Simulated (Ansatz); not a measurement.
The first iterations of a band of GaGeH₃O₂ (7 atoms, charge 0, multiplicity 1).

The calculation used RKS PBE/def2-SVP in Ansatz 0.2.0.

```
movable images  : 7
climbing image  : yes
spring          : 5.0 eV/Å²
optimiser       : quadratic models (default)
start path      : through a guess of the saddle point
force threshold : 0.05 eV/Å
iteration limit : 60
end points      : relaxed
```

First end point:

```xyz
7
Properties=species:S:1:pos:R:3
O -0.886 1.117 -0.891
Ga -0.833 -2.677 1.316
O 0.032 -1.250 0.579
Ge 0.446 0.416 0.093
H -0.974 0.640 -1.738
H 0.515 1.346 1.328
H 1.763 0.340 -0.733
```

Last end point:

```xyz
7
Properties=species:S:1:pos:R:3
O -0.978 0.141 -0.812
Ga -1.131 -1.437 0.500
O 0.476 -0.313 1.183
Ge 0.606 1.187 -0.134
H -1.067 0.025 -1.777
H 0.550 -0.039 2.117
H 1.606 0.368 -1.123
```

| iteration | highest image above the first end (eV) | largest band force component (eV/Å) |
| --- | --- | --- |
| 1 | 30.838 | 107.707 |
| 2 | 18.366 | 27.296 |
| 3 | 10.333 | 13.315 |
| 4 | 6.108 | 6.502 |
| 5 | 4.509 | 3.409 |
| 6 | 3.670 | 2.194 |
| 7 | 3.322 | 1.461 |
| 8 | 3.198 | 1.629 |
| 9 | 3.046 | 1.280 |
| 10 | 2.932 | 0.899 |
| 11 | 2.878 | 0.907 |
| 12 | 2.757 | 0.893 |
| 13 | 2.637 | 1.125 |
| 14 | 2.461 | 1.157 |
| 15 | 2.560 | 1.021 |
| 16 | 2.795 | 1.311 |
| 17 | 3.099 | 1.607 |
| 18 | 3.563 | 1.999 |
| 19 | 3.491 | 2.474 |
| 20 | 3.233 | 2.662 |

Question: Does the band converge within its limit, and where does its top end?

Answer: It did not converge within its limit. It ended after 60 iterations with the highest image 2.750 eV above the first end. The band didn't meet its force threshold, so its energies are provisional: the largest band force was still 2.20 eV/Å, and over the last iterations the top moved between 2.62 and 2.86 eV. Neighbouring images lie up to 2.9 Å apart, so the band is torn or far too coarse. The orbitals stay closed-shell, which can raise the energy where a bond breaks towards radicals; this wasn't checked here.

Time of the run: 6.4 min on 2 threads of Intel(R) Xeon(R) 6975P-C (Granite Rapids) (shared host), peak memory 0.25 GiB.
